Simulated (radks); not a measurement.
Q: Charge is removed step by step from the 3p down level of Cl+, starting from [Ne] 3s2 3p(up 3, down 1). Method: non-relativistic Kohn-Sham, PBE, spin-polarised, spherical densities, point nucleus; computed with a radial shooting solver on a logarithmic mesh with Libxc functionals. At the starting occupation the eigenvalue is -18.199 eV. Estimate the energy to remove one whole electron from this level, the eigenvalue at the end, and how far E(n) bends from a straight line.

A: Delta-SCF 23.642 eV; final eigenvalue -29.184 eV; the deviation from the straight line is -1.375 eV at 0.5 electron removed, the largest on the grid computed. Slater's transition state (half an electron removed) gives 23.618 eV. Integrating minus the eigenvalue over the occupation (Janak's theorem) gives 23.642 eV. The mean slope of the eigenvalue, de/dn, is 11.0 eV per electron. Ionisation energy of Cl+ in the NIST Atomic Spectra Database: 23.814 eV (measured).
